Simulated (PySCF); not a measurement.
# Electron affinity of Ba by level of theory

Ba⁻ [Xe] 5d1 6s2 (2D) → Ba [Xe] 6s2 (1S), as a difference of total energies. Calculation: PySCF 2.14, in def2-QZVPPD with the def2 core potential (46 electrons); a scalar-relativistic core potential. Correlated levels: valence and next inner shell: nothing frozen outside the core potential. The calculations carry no spin-orbit coupling.

```json
{"method": "UHF", "electron affinity (eV)": "-0.948"}
{"method": "MP2 (valence and next inner shell)", "electron affinity (eV)": "-0.716"}
{"method": "SCS-MP2 (valence and next inner shell)", "electron affinity (eV)": "-0.758"}
{"method": "CCSD (valence and next inner shell)", "electron affinity (eV)": "-0.538"}
{"method": "CCSD(T) (valence and next inner shell)", "electron affinity (eV)": "-0.471"}
```

The configuration of this anion was assumed by filling the next shell in order. It is not the known or likely ground configuration (Ca⁻, Sr⁻ and Ba⁻, for instance, bind a p electron), so these values are not the electron affinity of the element.

A negative affinity means that the anion lies above the atom at that level of theory.

The coupled-cluster amplitudes are large for Ba⁻ (T1 above 0.03 or a double amplitude above 0.15), so a single reference is strained.
